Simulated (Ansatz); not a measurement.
Relaxation of F3H6NSi (11 atoms, charge 0, multiplicity 1), to a largest force component of 0.03 eV/Å in at most 50 steps.

Theory: RKS B3LYP-D4/def2-SVP (Ansatz).

```xyz
11
Properties=species:S:1:pos:R:3
Si -0.477 1.203 -0.305
H -1.426 -1.289 0.270
F -0.624 0.436 -1.717
F -1.908 1.062 0.431
H -0.191 2.627 -0.551
H 1.321 -1.380 -0.646
N 0.852 0.493 0.626
H -0.907 -1.713 0.059
F 1.151 -2.252 -0.433
H 1.524 1.129 1.046
H 0.685 -0.315 1.221
```

Where does it end, and by what steps?

The forces met the threshold. The force dipped under the threshold on the way, but the program's further checks kept it going. After 30 steps the energy has fallen by 0.383 eV; F4 moved furthest, 1.81 Å.

```tsv
step	energy less start (eV)	largest force component (eV/Å)	accepted
0	0.0000	1.904	yes
2	-0.2403	0.541	yes
4	-0.2861	0.344	yes
6	-0.2943	0.170	no
8	-0.3025	0.028	yes
10	-0.3036	0.035	yes
12	-0.3045	0.089	yes
14	-0.3071	0.155	yes
16	-0.3137	0.247	yes
18	-0.3338	0.144	yes
20	-0.3391	0.092	yes
22	-0.3520	0.413	yes
24	-0.3676	0.228	yes
26	-0.3563	0.441	no
28	-0.3825	0.038	yes
30	-0.3831	0.017	yes
```

```xyz
11
Properties=species:S:1:pos:R:3
Si -0.356 1.327 -0.351
H -1.071 -2.753 0.152
F -1.557 0.413 -0.902
F -1.041 2.646 0.285
H 0.567 1.758 -1.407
H 1.135 -0.782 -0.245
N 0.461 0.381 0.857
H -0.502 -2.415 -0.224
F 1.295 -1.273 -1.045
H 1.205 0.841 1.382
H -0.136 -0.142 1.498
```

The run took 65 s on 2 threads of Arm Neoverse V2 (shared host), peak memory 0.22 GiB.
